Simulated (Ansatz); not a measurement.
Consider the redistribution: `[OH][Ga]([F])[SH]` + `BB(O)S` → `[BH2][Ga]([OH])[F]` + `OB(S)S`.

Calculated with Ansatz (gas phase, PBE0-D4/def2-TZVP geometries, no zero-point term in ΔE). CBS: MP2 limit from def2 TZ/QZ plus the TZ coupled-cluster correction, frozen cores. This one scheme is used for every species. DFT in def2-TZVPP. B3LYP here is the variant with VWN-RPA as its local correlation; programs differ in this. For Ga outer-core shells are correlated without core-valence functions, which leaves a few kJ/mol of doubt a bond. Scalar relativity is left out up to krypton. Each species was taken in one conformer, which may not be the lowest.

```json
{"level": "r2SCAN-D4", "ΔE (kJ/mol)": "5.3", "difference from CCSD(T)/CBS": "3.8"}
{"level": "B3LYP-D4", "ΔE (kJ/mol)": "3.7", "difference from CCSD(T)/CBS": "2.2"}
{"level": "ωB97X-V", "ΔE (kJ/mol)": "2.0", "difference from CCSD(T)/CBS": "0.5"}
{"level": "PBE0", "ΔE (kJ/mol)": "4.5", "difference from CCSD(T)/CBS": "3.0"}
{"level": "B3LYP", "ΔE (kJ/mol)": "4.7", "difference from CCSD(T)/CBS": "3.2"}
{"level": "MP2/def2-TZVPP", "ΔE (kJ/mol)": "2.2", "difference from CCSD(T)/CBS": "0.7"}
{"level": "SCS-MP2/def2-TZVPP", "ΔE (kJ/mol)": "3.1", "difference from CCSD(T)/CBS": "1.6"}
{"level": "CCSD(T)/def2-TZVPP", "ΔE (kJ/mol)": "4.3", "difference from CCSD(T)/CBS": "2.8"}
{"level": "MP2/def2-QZVPP", "ΔE (kJ/mol)": "0.9", "difference from CCSD(T)/CBS": "-0.6"}
{"level": "SCS-MP2/def2-QZVPP", "ΔE (kJ/mol)": "2.3", "difference from CCSD(T)/CBS": "0.8"}
{"level": "CCSD(T)/CBS", "ΔE (kJ/mol)": "1.5", "difference from CCSD(T)/CBS": "0"}
```

Largest T1 diagnostic among the species: 0.014.

In def2-TZVPP, CCSD(T) changes the Hartree–Fock value by −6.6 kJ/mol (the triples alone add −0.4 kJ/mol) and MP2 by −8.7 kJ/mol.
